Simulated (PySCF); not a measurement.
Computed IR spectrum (relative IR intensity) of a molecule C4H4BrCl. The structure is a stationary point at B3LYP-D3(BJ)/def2-SVP. One conformer was computed; it need not be the lowest. Level of theory: B3LYP-D3(BJ)/def2-SVP (PySCF 2.14.0). Frequencies are harmonic and unscaled.

ν (cm⁻¹): 226 (vw), 314 (vw), 444 (w), 533 (w), 896 (vw), 927 (vs), 1100 (m), 1144 (m), 1262 (s), 1690 (m), 3053 (m), 3057 (m), 3120 (m) (against the strongest line: vs over 80 %, s over 45 %, m over 15 %, w over 4 %, vw less)

Problem. Identify the compound among the candidates.
A. ClC1=C(Br)CC1
B. C=C=C(Br)CCl
C. C#CC[C@@H](Cl)Br
D. C=C=C(Cl)CBr

Solution. A, ClC1=C(Br)CC1
